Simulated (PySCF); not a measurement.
CaO, SMILES [O]=[Ca].

Geometry: PBE0-D3(BJ)/def2-TZVPD.

These are TDA-M06-2X/def2-TZVPD (PySCF) values and carry that method's errors.

Vertical excitations; the highest root listed may be one member of a degenerate set.  State labels are in the subgroup C2v.

Computed UV-visible absorptions:
```
state  symmetry  energy (eV)  λ (nm)      f                                     main pairs
-----  --------  -----------  ------  -----  ---------------------------------------------
S1           A1         2.11     588  0.057                                 HOMO→LUMO 92 %
S2           B2         2.14     579  0.006                   HOMO−1→LUMO (degenerate set)
S3           B1         2.14     579  0.006                   HOMO−2→LUMO (degenerate set)
S4           B2         3.69     336  0.017                   HOMO→LUMO+2 (degenerate set)
S5           B1         3.69     336  0.017                   HOMO→LUMO+1 (degenerate set)
S6           A2         3.89     318  0.000         HOMO−1→LUMO+1 49 %, HOMO−2→LUMO+2 49 %
S7           A1         3.93     316  0.000  HOMO−1→LUMO+2, HOMO−2→LUMO+1 (degenerate set)
S8           A2         3.93     316  0.000  HOMO−2→LUMO+2, HOMO−1→LUMO+1 (degenerate set)
S9           A1         4.03     308  0.005         HOMO−2→LUMO+1 48 %, HOMO−1→LUMO+2 48 %
S10          A1         4.11     301  0.095                               HOMO→LUMO+3 86 %
T1           A1         2.06     602      0                                 HOMO→LUMO 95 %
T2           B2         2.14     580      0                   HOMO−1→LUMO (degenerate set)
T3           B1         2.14     580      0                   HOMO−2→LUMO (degenerate set)
T4           A1         3.82     324      0                               HOMO→LUMO+3 74 %
```
Triplets are in the Tamm–Dancoff approximation.
